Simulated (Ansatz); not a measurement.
Relaxation of CH$_{6}$OSSi (10 atoms, charge 0, multiplicity 1), to a largest force component of 0.015 eV/Å in at most 40 steps.

Computed with Ansatz 0.2.0, RKS PBE-D4/6-31G*.

```xyz
10
Properties=species:S:1:pos:R:3
O -0.790 0.875 -1.190
C -0.588 0.683 0.190
Si 0.257 -0.911 0.630
S 0.543 -0.985 2.848
H -1.254 1.789 -1.293
H 0.012 1.545 0.555
H -1.523 0.719 0.709
H 1.543 -1.070 0.018
H -0.652 -2.110 0.270
H 1.146 0.216 2.831
```

**Question.** Where does it end, and by what steps?

**Answer.** The forces met the threshold. After 8 steps the energy has fallen by 0.312 eV; H10 moved furthest, 0.36 Å.

```csv
step,energy less start (eV),largest force component (eV/Å),accepted
0,0.0000,1.839,yes
1,-0.2342,0.686,yes
2,-0.2798,0.642,yes
3,-0.3029,0.245,yes
4,-0.3061,0.121,yes
5,-0.3104,0.084,yes
6,-0.3118,0.031,yes
7,-0.3120,0.030,yes
8,-0.3121,0.008,yes
```

```xyz
10
Properties=species:S:1:pos:R:3
O -0.712 0.798 -1.213
C -0.649 0.781 0.217
Si 0.219 -0.854 0.678
S 0.486 -1.024 2.824
H -1.212 1.597 -1.477
H -0.079 1.642 0.632
H -1.652 0.801 0.696
H 1.532 -0.940 -0.040
H -0.640 -2.026 0.322
H 1.402 -0.023 2.929
```

Whether the end is a true minimum wasn't checked by a vibrational analysis.

Time of the run: 29 s on 1 thread of Arm Neoverse V2, on a shared host, peak memory 0.14 GiB.
